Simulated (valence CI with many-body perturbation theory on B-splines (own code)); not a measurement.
Which ion has this spectrum?

A relativistic CI+MBPT calculation for an atom or ion with 13 electrons gives these levels (eV):

| J | Parity | E | g |
| --- | --- | --- | --- |
| 1/2 | odd | 0.00 | 0.66 |
| 3/2 | odd | 89.97 | 1.33 |
| 1/2 | even | 104.39 | 2.29 |
| 3/2 | even | 176.26 | 1.67 |
| 5/2 | even | 187.77 | 1.37 |
| 3/2 | even | 203.53 | 0.93 |
| 1/2 | even | 211.66 | 1.19 |
| 3/2 | even | 248.87 | 0.84 |
| 5/2 | even | 257.60 | 1.30 |
| 5/2 | even | 283.76 | 1.31 |
| 1/2 | even | 302.13 | 1.84 |
| 3/2 | even | 307.11 | 1.20 |
| 3/2 | odd | 309.65 | 1.24 |
| 3/2 | odd | 323.62 | 0.54 |

The energies are calculated, and their last digits are not significant.

(1) Which is it?
A. Cs42+
B. I40+
C. Ba43+
D. Te39+

Results:

(1) A. Cs42+, ground level (3s^2 3p1/2) J=1/2.
